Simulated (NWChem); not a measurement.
All runs are NWChem calculations. System: Cl$_{2}$Pb, charge 0, spin multiplicity 1, at a geometry optimised with B3LYP/def2-SVP with def2 effective core potentials on Pb. The structure started from a generated list of species. Level: constrained PBE0/def2-SVP with def2 effective core potentials on Pb.

Job file:

```
start mol
memory heap 200 mb stack 900 mb global 1100 mb
geometry units angstroms nocenter noautoz noautosym
  Pb     0.000000     0.000000    -0.465769
  Cl     1.936312     0.000000     1.123325
  Cl    -1.936312     0.000000     1.123325
end
basis spherical
  * library def2-svp
end
ecp
  Pb library def2-ecp
end
dft
  xc pbe0
  semidirect memsize 60000000 filesize 0
  iterations 100
  convergence nolevelshifting
  cdft 3 3 charge 1.0 pop becke
end
task dft energy
```

Part of the output:

```
             Northwest Computational Chemistry Package (NWChem) 7.3.0
             --------------------------------------------------------

                                NWChem Input Module
                                -------------------

 Scaling coordinates for geometry "geometry" by  1.889725989
 (inverse scale =  0.529177249)

                             Geometry "geometry" -> ""
                             -------------------------

 Output coordinates in angstroms (scale by  1.889725989 to convert to a.u.)

  No.       Tag          Charge          X              Y              Z
 ---- ---------------- ---------- -------------- -------------- --------------
    1 Pb                  82.0000     0.00000000     0.00000000    -0.46576900
    2 Cl                  17.0000     1.93631200     0.00000000     1.12332500
    3 Cl                  17.0000    -1.93631200     0.00000000     1.12332500

 Effective nuclear repulsion energy (a.u.)     628.4746591278

            Nuclear Dipole moment (a.u.)
            ----------------------------
        X                 Y               Z
 ---------------- ---------------- ----------------
     0.0000000000     0.0000000000    -0.0000151178


 Summary of "ao basis" -> "" (spherical)
 ------------------------------------------------------------------------------
       Tag                 Description            Shells   Functions and Types
 ---------------- ------------------------------  ------  ---------------------
 *                          def2-svp                  on all atoms

                                 NWChem DFT Module
                                 -----------------

 Summary of "ao basis" -> "ao basis" (spherical)
 ------------------------------------------------------------------------------
       Tag                 Description            Shells   Functions and Types
 ---------------- ------------------------------  ------  ---------------------
 Pb                         def2-svp                10       26   4s4p2d
 Cl                         def2-svp                 8       18   4s3p1d

 Summary of "ao basis" -> "ao basis" (spherical)
[...]
    15     -0.400618  1 Pb py                12     -0.321631  1 Pb py
    50      0.252035  3 Cl py                38      0.124753  2 Cl py
     9      0.113665  1 Pb py                 6      0.110431  1 Pb py
    35      0.068712  2 Cl py                23      0.050005  1 Pb d -1

 Vector   30  Occ=0.000000D+00  E= 1.184037D-01
              MO Center= -1.6D-01, -1.9D-09, -2.8D-01, r^2= 5.0D+00
   Bfn.  Coefficient  Atom+Function         Bfn.  Coefficient  Atom+Function
  ----- ------------  ---------------      ----- ------------  ---------------
    16      0.629775  1 Pb pz                 3      0.446207  1 Pb s
    13      0.346961  1 Pb pz                14      0.337571  1 Pb px
    37      0.331191  2 Cl px                55     -0.307926  3 Cl px
    11      0.295635  1 Pb px                30     -0.274335  2 Cl s
    39      0.216518  2 Cl pz                52     -0.217469  3 Cl px

 Vector   31  Occ=0.000000D+00  E= 1.550916D-01
              MO Center= -1.4D-01,  8.4D-10, -3.6D-01, r^2= 5.1D+00
   Bfn.  Coefficient  Atom+Function         Bfn.  Coefficient  Atom+Function
  ----- ------------  ---------------      ----- ------------  ---------------
    14      0.673459  1 Pb px                 3     -0.530782  1 Pb s
    11      0.388693  1 Pb px                48      0.349787  3 Cl s
    57     -0.321181  3 Cl pz                16     -0.302293  1 Pb pz
     4      0.300735  1 Pb s                 55      0.294116  3 Cl px
    54     -0.230508  3 Cl pz                52      0.220106  3 Cl px

     ---------------------------------------------
      Total Density - Mulliken Population Analysis
     ---------------------------------------------

    Atom       Charge   Shell Charges
 -----------   ------   -------------------------------------------------------
    1 Pb  22    22.88   3.00 -0.94  1.31  0.59  3.34  2.68  1.64  1.16  9.65  0.47
    2 Cl  17    17.60   2.00  1.99  1.21  0.78  5.93  2.11  3.58  0.01
    3 Cl  17    15.52   2.00  1.99  1.51  0.44  5.92  1.83  1.82  0.01

     -------------------------------------------
      Total Density - Lowdin Population Analysis
     -------------------------------------------

    Atom       Charge   Shell Charges
 -----------   ------   -------------------------------------------------------
    1 Pb  22    23.07   1.49  0.48  1.10  0.84  3.09  2.76  1.67  1.41  9.29  0.95
    2 Cl  17    17.41   2.00  1.96  1.05  0.86  5.82  2.29  3.43  0.01
    3 Cl  17    15.52   2.00  1.97  1.18  0.73  5.79  1.85  1.98  0.01

 center of mass
 --------------
 x =   0.00000000 y =   0.00000000 z =  -0.12447674

 moments of inertia (a.u.)
 ------------------
         471.967151703569           0.000000000000           0.000000000000
           0.000000000000        1408.363456568216           0.000000000000
           0.000000000000           0.000000000000         936.396304864648

     Multipole analysis of the density
     ---------------------------------

     L   x y z        total         alpha         beta         nuclear
     -   - - -        -----         -----         ----         -------
     0   0 0 0     -0.000000    -28.000000    -28.000000     56.000000

     1   1 0 0     -6.799669     -3.399834     -3.399834      0.000000
     1   0 1 0     -0.000000     -0.000000     -0.000000      0.000000
     1   0 0 1      2.804836    -25.002848    -25.002848     52.810532

     2   2 0 0    -27.691381   -241.458798   -241.458798    455.226214
     2   1 1 0     -0.000000     -0.000000     -0.000000      0.000000
     2   1 0 1    -15.641832     -7.820916     -7.820916      0.000000
     2   0 2 0    -42.173257    -21.086629    -21.086629      0.000000
     2   0 1 1      0.000000      0.000000      0.000000      0.000000
     2   0 0 2    -38.492580   -104.373151   -104.373151    170.253722

 Task  times  cpu:        4.6s     wall:        4.6s

 Total times  cpu:        4.6s     wall:        4.6s
```
